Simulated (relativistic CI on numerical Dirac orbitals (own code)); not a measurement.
## Radial parameters of Pr23+

Computed by Dirac-Coulomb-Breit CI, orbitals from a KLI potential per configuration, model QED, unscaled Slater integrals (own radial code, finite nucleus).

Slater integrals F^k, G^k are unscaled and averaged over j, outside the closed core [Ar] 3d10; ζ comes from projecting the Hamiltonian with its Breit term on Σ l·s of the shell.

- 4s2.4p5.4d: ζ(4p) = 139410, F^2(4p,4d) = 169760, G^1(4p,4d) = 212970, G^3(4p,4d) = 135840, ζ(4d) = 16651 cm⁻¹; <r>(4p) = 0.5913, <r^2>(4p) = 0.3949, <r>(4d) = 0.6056, <r^2>(4d) = 0.4185 (bohr units).
- 4s.4p6.4d: G^2(4s,4d) = 167640, ζ(4d) = 16770 cm⁻¹; <r>(4s) = 0.5738, <r^2>(4s) = 0.3696, <r>(4d) = 0.6058, <r^2>(4d) = 0.4189 (bohr units).
- 4s2.4p5.4f: ζ(4p) = 139070, F^2(4p,4f) = 170930, G^2(4p,4f) = 144050, G^4(4p,4f) = 103950, ζ(4f) = 1909.4 cm⁻¹; <r>(4p) = 0.5917, <r^2>(4p) = 0.3953, <r>(4f) = 0.5941, <r^2>(4f) = 0.4013 (bohr units).

Averages of the first 10 configurations, taken without configuration mixing, which lowers the lowest level and can move excited configurations by several eV; other configurations of the list can lie among them:

```
Configuration  Parity  States  Average energy above the lowest level (eV)
      4s2.4p6    even       1                                         0.3
   4s2.4p5.4d     odd      60                                       115.2
    4s.4p6.4d    even      20                                       204.8
   4s2.4p5.4f    even      84                                       241.4
    4s.4p6.4f     odd      28                                       331.4
   4s2.4p5.5s     odd      12                                       325.2
   4s2.4p5.5p    even      36                                       360.5
    4p6.4d.4f     odd     140                                       537.7
      4p6.4d2    even      45                                       412.7
      4p5.4d3     odd     720                                       525.3
```
